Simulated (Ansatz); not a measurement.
Reaction R1 → 2 P1, each structure at its B3LYP-D3(BJ)/def2-TZVP stationary point, reached from a drawn start (curvature not checked).
P1: S atom, charge 0, multiplicity 3.
R1, S2 (SMILES S=S) (charge 0, multiplicity 3):
| atom | x (Å) | y (Å) | z (Å) |
|---|---|---|---|
| S | 0.0000 | 0.0000 | -0.9518 |
| S | 0.0000 | 0.0000 | 0.9518 |

P less R. No zero-point or thermal terms; open shells are unrestricted; no spin–orbit coupling.

Frozen-core correlation throughout.

Codes used: Ansatz (a quantum-chemistry and plane-wave program). All values are computed, each at the level named.

### Question
One of these levels gives 377.9 kJ/mol for the reaction energy. Which?
A. MP2/cc-pV(D+d)Z
B. PBE/def2-TZVPP
C. HF/cc-pV(T+d)Z

### Answer
A, MP2/cc-pV(D+d)Z. The others give 213.3 (HF/cc-pV(T+d)Z), 481.9 (PBE/def2-TZVPP)
